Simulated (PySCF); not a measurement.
Radial density of Mg (magnesium, neutral)

UHF, [Ne] 3s2, closed-shell 1S. Computed with PySCF 2.14 in x2c-QZVPPall, with the spin-free X2C one-electron Hamiltonian (Gaussian nucleus).

| r (bohr) | 4πr²ρ (e/bohr) |
| --- | --- |
| 0.00274 | 0.1063 |
| 0.00461 | 0.2813 |
| 0.00776 | 0.7240 |
| 0.0131 | 1.775 |
| 0.0220 | 4.008 |
| 0.0369 | 7.863 |
| 0.0621 | 12.19 |
| 0.105 | 12.95 |
| 0.176 | 8.735 |
| 0.296 | 8.035 |
| 0.497 | 11.17 |
| 0.837 | 6.735 |
| 1.41 | 1.348 |
| 2.37 | 0.7079 |
| 3.98 | 0.4038 |
| 6.70 | 0.04053 |
| 11.3 | 0.0002700 |

Densities and radii are taken from the X2C orbitals without a picture-change correction, which distorts them close to the nucleus.
